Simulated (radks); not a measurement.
Values are calculated unless marked as measured or tabulated.
Question: Coherent X-ray form factor from a spherical all-electron density. Level of theory: scalar-relativistic Kohn-Sham, exchange-only PBE, spin-polarised, spherical densities, finite nucleus; Fermi nuclear charge, rms radius of each element as measured or else 0.836 A^(1/3) + 0.57 fm (a radial shooting solver on a logarithmic mesh with Libxc functionals).

sin(theta)/lambda (1/angstrom),f0 (electrons)
0.05,17.914
0.1,17.662
0.15,17.255
0.2,16.712
0.25,16.057
0.3,15.318
0.4,13.703
0.5,12.077
0.6,10.600
0.8,8.365
1,7.018
1.25,6.012
1.5,5.230
2,3.760

The species is in the configuration that NIST lists as its ground one. Which atom or ion scatters so?

Answer: The nickel ion Ni10+, [Ar]. Extrapolating in s^2 from the first two rows gives f0(0) = 18.0, near the electron count 18; among species with that count, the fall with angle is slower the higher Z, and the table is that of Z = 28; from so few rows the species is fixed only to a neighbour or two.
